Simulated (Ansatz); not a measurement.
`C[SiH2]BCl` + H₂ → `[SiH3]BCl` + CH₄ at 500 K and 1 bar (hydrogenolysis of the Si–C bond).

Calculated with Ansatz (gas phase, PBE0-D4/def2-TZVP geometries, no zero-point term in ΔE). CCSD(T)/CBS adds triple-zeta CCSD(T) − MP2 to the extrapolated MP2 energy (def2 sets, frozen cores). This one scheme is used for every species. One conformer a species, not always the lowest.

```json
{"species": "`C[SiH2]BCl`", "CCSD(T)/CBS energy (Eh)": "-815.33859", "H − E (kJ/mol)": "220.6", "S (J/(mol·K))": "406.9"}
{"species": "H₂", "CCSD(T)/CBS energy (Eh)": "-1.17544", "H − E (kJ/mol)": "41.0", "S (J/(mol·K))": "145.5"}
{"species": "`[SiH3]BCl`", "CCSD(T)/CBS energy (Eh)": "-776.06195", "H − E (kJ/mol)": "133.4", "S (J/(mol·K))": "356.8"}
{"species": "CH₄", "CCSD(T)/CBS energy (Eh)": "-40.46206", "H − E (kJ/mol)": "135.6", "S (J/(mol·K))": "206.8"}
```

H − E and S are ideal-gas, rigid-rotor, harmonic terms from PBE0-D4/def2-TZVP, for one conformer and one mirror image of each species. For small species the MP2-based limit differs from directly extrapolated CCSD(T) by up to some mEh (0.8 for H₂); such offsets cancel only in part. 1 Eh = 2625.50 kJ/mol, R = 8.31446 J/(mol·K).

**Question.** By hand: ΔE, ΔH, ΔS and ΔG.

**Answer.** ΔE = (-776.06195) + (-40.46206) − (-815.33859) − (-1.17544) = -0.00998 Eh = -26.2 kJ/mol. Δ(H − E) = 133.4 + 135.6 − 220.6 − 41.0 = 7.4, so ΔH = -18.8 kJ/mol. ΔS = 356.8 + 206.8 − 406.9 − 145.5 = 11.2 J/(mol·K). ΔG = -18.8 − 500 × (11.2)/1000 = -24.4 kJ/mol.

**Question.** By hand: the equilibrium constant, and the temperature at which ΔG would vanish if ΔH and ΔS stayed fixed.

**Answer.** log₁₀ K = −ΔG/(RT ln 10) = 2.5. ΔH and −TΔS have one sign here, so there is no such temperature.

The number of gas molecules stays the same, so ΔS is small and ΔH decides. A doubt of 5 kJ/mol in ΔE shifts log₁₀ K by 0.5 here. Other conformers and mirror images would add mixing entropy, several J/(mol·K) or more a flexible species. Modes under 60 cm⁻¹, often nearly free rotors, make the harmonic entropy too high. These are equilibria of isolated gas molecules and say nothing of rates. Largest T1 diagnostic: 0.014 (customary marks: 0.02 for closed shells, 0.045 for open ones).

ΔS is within the doubt of such terms, so its sign, and with it that verdict, could turn.
